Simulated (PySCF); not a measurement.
germylsilane (H$_{6}$GeSi), singlet, geometry from GFN2-xTB, with bond 8-2 at 2.2 times its length; HF/6-31G* (PySCF).

Input for PySCF:
```python
from pyscf import gto, scf

mol = gto.Mole()
mol.atom = '''
    Si   -1.567041    0.166939    0.037590
    Ge    0.749571   -0.079853   -0.017980
    H    -2.146440   -0.688106    1.073906
    H    -1.925321    1.555707    0.326932
    H    -2.150726   -0.204709   -1.251576
    H     1.245743   -1.412990   -0.497010
    H     1.480930    0.886275   -0.903769
    H     2.286389    0.276153    2.882975
'''
mol.basis = '6-31g*'
mol.charge = 0
mol.spin = 0
mol.verbose = 4
mol.build()

mf = scf.RHF(mol)
mf.kernel()
mo_i, mo_e, stable_i, stable_e = mf.stability(internal=True, external=True, return_status=True, nroots=6, tol=1e-6)
print('internally stable:', stable_i, ' externally stable:', stable_e)
if not stable_e:
    umf = mf.to_uhf() if not hasattr(mf, 'xc') else mf.to_uks()
    umf.scf_summary = {}
    umf.kernel(umf.make_rdm1(mo_e, umf.mo_occ))
mf.analyze()
```

Output, abridged:

```
PySCF version 2.14.0

[INPUT] verbose = 4
[INPUT] num. atoms = 8
[INPUT] num. electrons = 52
[INPUT] charge = 0
[INPUT] spin (= nelec alpha-beta = 2S) = 0
[INPUT] symmetry False subgroup None
[INPUT] Mole.unit = angstrom
[INPUT] Symbol           X                Y                Z      unit          X                Y                Z       unit  Magmom
[INPUT]  1 Si    -1.567041000000   0.166939000000   0.037590000000 AA   -2.961278315965   0.315468989509   0.071034805022 Bohr   0.0
[INPUT]  2 Ge     0.749571000000  -0.079853000000  -0.017980000000 AA    1.416483900916  -0.150900300225  -0.033977275720 Bohr   0.0
[INPUT]  3 H     -2.146440000000  -0.688106000000   1.073906000000 AA   -4.056183742811  -1.300331884670   2.029388223527 Bohr   0.0
[INPUT]  4 H     -1.925321000000   1.555707000000   0.326932000000 AA   -3.638329391874   2.939860160069   0.617811941356 Bohr   0.0
[INPUT]  5 H     -2.150726000000  -0.204709000000  -1.251576000000 AA   -4.064283108981  -0.386843945234  -2.365135864079 Bohr   0.0
[INPUT]  6 H      1.245743000000  -1.412990000000  -0.497010000000 AA    2.354113091594  -2.670164116749  -0.939212781170 Bohr   0.0
[INPUT]  7 H      1.480930000000   0.886275000000  -0.903769000000 AA    2.798552109652   1.674817021049  -1.707875889872 Bohr   0.0
[INPUT]  8 H      2.286389000000   0.276153000000   2.882975000000 AA    4.320649024218   0.521853538477   5.448033173968 Bohr   0.0

nuclear repulsion = 169.063546799319
number of shells = 32
number of NR pGTOs = 170
number of NR cGTOs = 62
basis = 6-31g*
ecp = {}

******** <class 'pyscf.scf.hf.RHF'> ********
method = RHF
initial guess = minao
damping factor = 0
level_shift factor = 0
DIIS = <class 'pyscf.scf.diis.CDIIS'>
diis_start_cycle = 1
diis_space = 8
diis_damp = 0
SCF conv_tol = 1e-09
SCF conv_tol_grad = None
SCF max_cycles = 50
direct_scf = True
direct_scf_tol = 1e-13
Set gradient conv threshold to 3.16228e-05
Initial guess from minao.
init E= -2366.30914668494
cycle= 1 E= -2367.21281951281  delta_E= -0.904  |g|= 0.346  |ddm|= 2.24
cycle= 2 E= -2367.26134123492  delta_E= -0.0485  |g|= 0.22  |ddm|= 0.813
cycle= 3 E= -2367.27937799593  delta_E= -0.018  |g|= 0.0493  |ddm|= 0.342
cycle= 4 E= -2367.28045521345  delta_E= -0.00108  |g|= 0.0144  |ddm|= 0.113
cycle= 5 E= -2367.28058118358  delta_E= -0.000126  |g|= 0.0022  |ddm|= 0.0341
cycle= 6 E= -2367.28058644001  delta_E= -5.26e-06  |g|= 0.000573  |ddm|= 0.00879
cycle= 7 E= -2367.28058679204  delta_E= -3.52e-07  |g|= 0.000109  |ddm|= 0.00243
cycle= 8 E= -2367.28058680698  delta_E= -1.49e-08  |g|= 3.46e-05  |ddm|= 0.000402
cycle= 9 E= -2367.28058680883  delta_E= -1.85e-09  |g|= 8.84e-06  |ddm|= 0.000141
cycle= 10 E= -2367.28058680897  delta_E= -1.38e-10  |g|= 1.75e-06  |ddm|= 4.31e-05
Extra cycle  E= -2367.28058680897  delta_E= -4.55e-13  |g|= 8.31e-07  |ddm|= 7.35e-06
converged SCF energy = -2367.28058680897
rhf_internal: lowest eigs of H = [0.85764171 0.94385196 0.96283763 1.01905021 1.05013513 1.1362138 ]
<class 'pyscf.scf.hf.RHF'> wavefunction is stable in the internal stability analysis
rhf_real2complex: lowest eigs of H = [0.0690321  0.19600481 0.23065318 0.23459299 0.23785816 0.27706889]
<class 'pyscf.scf.hf.RHF'> wavefunction is stable in the real -> complex stability analysis
rhf_external: lowest eigs of H = [-0.19276615  0.13864165  0.18774296  0.21161407  0.21354532  0.22586538]
<class 'pyscf.scf.hf.RHF'> wavefunction has an RHF/RKS -> UHF/UKS instability
internally stable: True  externally stable: False

******** <class 'pyscf.scf.uhf.UHF'> ********
method = UHF
initial guess = minao
damping factor = 0
level_shift factor = 0
DIIS = <class 'pyscf.scf.diis.CDIIS'>
diis_start_cycle = 1
diis_space = 8
diis_damp = 0
SCF conv_tol = 1e-09
SCF conv_tol_grad = None
SCF max_cycles = 50
direct_scf = True
direct_scf_tol = 1e-13
number electrons alpha = 26  beta = 26
Set gradient conv threshold to 3.16228e-05
init E= -2367.22171782206
cycle= 1 E= -2367.29877679599  delta_E= -0.0771  |g|= 0.0999  |ddm|= 0.413
cycle= 2 E= -2367.34021835961  delta_E= -0.0414  |g|= 0.0657  |ddm|= 0.303
cycle= 3 E= -2367.35703704959  delta_E= -0.0168  |g|= 0.0192  |ddm|= 0.307
cycle= 4 E= -2367.35770436614  delta_E= -0.000667  |g|= 0.0114  |ddm|= 0.055
cycle= 5 E= -2367.35791517136  delta_E= -0.000211  |g|= 0.00476  |ddm|= 0.0356
cycle= 6 E= -2367.35799334682  delta_E= -7.82e-05  |g|= 0.0011  |ddm|= 0.0328
cycle= 7 E= -2367.35799602641  delta_E= -2.68e-06  |g|= 0.000482  |ddm|= 0.00381
cycle= 8 E= -2367.35799654629  delta_E= -5.2e-07  |g|= 0.000207  |ddm|= 0.00184
cycle= 9 E= -2367.35799667384  delta_E= -1.28e-07  |g|= 8.72e-05  |ddm|= 0.00111
cycle= 10 E= -2367.3579966959  delta_E= -2.21e-08  |g|= 2.24e-05  |ddm|= 0.000383
cycle= 11 E= -2367.35799669742  delta_E= -1.52e-09  |g|= 8.14e-06  |ddm|= 0.000127
cycle= 12 E= -2367.3579966976  delta_E= -1.84e-10  |g|= 2.99e-06  |ddm|= 5.29e-05
Extra cycle  E= -2367.35799669761  delta_E= -1.05e-11  |g|= 1.88e-06  |ddm|= 8.85e-06
converged SCF energy = -2367.35799669761  <S^2> = 0.95203645  2S+1 = 2.1927485
**** SCF Summaries ****
Total Energy =                       -2367.280586808973112
Nuclear Repulsion Energy =             169.063546799318857
One-electron Energy =                -3634.105444692269884
Two-electron Energy =                 1097.761311083977944
Two-electron Coulomb Energy =         1197.545329609861710
DFT Exchange-Correlation Energy =      -99.784018525883766
**** MO energy ****
MO #1   energy= -405.295545502791  occ= 2
MO #2   energy= -68.7845432097983  occ= 2
MO #3   energy= -52.231915238922   occ= 2
MO #4   energy= -46.3228639728918  occ= 2
MO #5   energy= -46.3212083163088  occ= 2
MO #6   energy= -46.3209592390357  occ= 2
MO #7   energy= -7.25648212606351  occ= 2
MO #8   energy= -6.1516737002187   occ= 2
MO #9   energy= -5.23228756774802  occ= 2
MO #10  energy= -5.22893869842238  occ= 2
MO #11  energy= -5.22818033446145  occ= 2
MO #12  energy= -4.25686140353496  occ= 2
MO #13  energy= -4.25659589650706  occ= 2
MO #14  energy= -4.25655482148596  occ= 2
MO #15  energy= -1.68365666160358  occ= 2
MO #16  energy= -1.68281057310816  occ= 2
MO #17  energy= -1.68138329441635  occ= 2
MO #18  energy= -1.67776061278819  occ= 2
MO #19  energy= -1.67590681574344  occ= 2
MO #20  energy= -0.787731965891795 occ= 2
MO #21  energy= -0.699035115494772 occ= 2
MO #22  energy= -0.522638907180755 occ= 2
MO #23  energy= -0.516715946632088 occ= 2
MO #24  energy= -0.490128337300146 occ= 2
MO #25  energy= -0.450274461202328 occ= 2
MO #26  energy= -0.278760778577252 occ= 2
MO #27  energy= -0.0274577576220008 occ= 0
MO #28  energy= 0.118362046943153  occ= 0
MO #29  energy= 0.121230132675111  occ= 0
MO #30  energy= 0.162293005821389  occ= 0
MO #31  energy= 0.187301405582247  occ= 0
MO #32  energy= 0.198920703511849  occ= 0
MO #33  energy= 0.207038912649476  occ= 0
MO #34  energy= 0.255400061438224  occ= 0
 ** Mulliken pop on meta-lowdin orthogonal AOs  **
 ** Mulliken pop  **
 ** Mulliken atomic charges  **
charge of    0Si =      0.41184
charge of    1Ge =      0.20985
charge of    2H =     -0.10087
charge of    3H =     -0.10207
charge of    4H =     -0.10353
charge of    5H =     -0.05530
charge of    6H =     -0.05520
charge of    7H =     -0.20472
Dipole moment(X, Y, Z, Debye): -2.59023, -0.31814, -3.25180
```
